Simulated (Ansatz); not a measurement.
`O[SiH](O)[O][GeH3]` + `O[SiH2]S[SiH2]F` → `O[SiH2]S[SiH](O)O` + `F[SiH2][O][GeH3]`  (redistribution)

Isolated molecules relaxed with PBE0-D4/def2-TZVP in Ansatz; ΔE leaves out vibrations. CCSD(T)/CBS is the MP2 limit (def2-TZVPP, def2-QZVPP) plus CCSD(T) − MP2 in def2-TZVPP, frozen cores. DFT in def2-TZVPP. For Ge outer-core shells are correlated without core-valence functions, which leaves a few kJ/mol of doubt a bond. Scalar relativity is left out up to krypton. One conformer a species, not always the lowest.

`O[SiH](O)[O][GeH3]`:

Cartesian coordinates in Å:
```
O -1.652 0.742 0.931
Si -0.088 0.309 1.121
O 0.012 -0.724 2.387
O 0.537 -0.448 -0.177
Ge 0.540 -0.090 -1.920
H -2.316 0.067 1.083
H 0.634 1.573 1.361
H 0.685 -1.403 2.330
H 0.752 1.419 -2.116
H 1.704 -0.904 -2.499
H -0.807 -0.542 -2.501
```

`O[SiH2]S[SiH2]F`:

```xyz
10

O     0.356    2.088    0.543
Si    0.688    0.585    1.107
S    -0.947   -0.779    0.856
Si   -0.688   -1.175   -1.209
F     0.339   -2.378   -1.429
H    -0.418    2.538    0.886
H     1.864    0.133    0.335
H     0.938    0.581    2.568
H    -1.997   -1.599   -1.751
H    -0.134    0.006   -1.906
```

`O[SiH2]S[SiH](O)O`:

Z-matrix (Å, degrees):
```
Si
S 1 2.152
O 1 1.635 2 111.9
H 1 1.485 2 107.8 3 122.7
H 1 1.477 2 106.3 3 -117.9
Si 2 2.128 1 95.9 3 -58.1
H 3 0.965 1 115.1 2 46.7
O 6 1.646 2 111.8 1 56.8
O 6 1.633 2 108.3 1 176.2
H 6 1.476 2 111.1 1 -58.6
H 8 0.961 6 116.0 2 74.1
H 9 0.958 6 118.5 2 26.7
```

`F[SiH2][O][GeH3]`:

Cartesian coordinates in Å:
```
F 0.256 -1.913 1.405
Si 0.440 -0.326 1.452
O -0.476 0.378 0.324
Ge -0.513 0.433 -1.457
H -0.011 0.136 2.780
H 1.881 -0.073 1.210
H 0.920 0.217 -1.970
H -1.042 1.826 -1.813
H -1.456 -0.679 -1.933
```

```tsv
species	r2SCAN energy (Eh)
`O[SiH](O)[O][GeH3]`	-2595.92138
`O[SiH2]S[SiH2]F`	-1155.37717
`O[SiH2]S[SiH](O)O`	-1206.62975
`F[SiH2][O][GeH3]`	-2544.66977
```

Question: Work out ΔE.

Answer: ΔE = (-1206.62975) + (-2544.66977) − (-2595.92138) − (-1155.37717) = -0.00097 Eh = -0.03 eV. CCSD(T)/CBS gives -0.02 eV.

Largest T1 diagnostic among the species: 0.012.

In def2-TZVPP, CCSD(T) changes the Hartree–Fock value by −0.07 eV (the triples alone add −0.02 eV) and MP2 by −0.08 eV. The D4 term adds −0.04 eV with B3LYP and −0.02 eV with PBE0; it sums over pairs of atoms, weighted by their polarisabilities, and B3LYP, whose exchange is more repulsive, gets the larger term.

B3LYP here is the variant with VWN-RPA as its local correlation; programs differ in this.
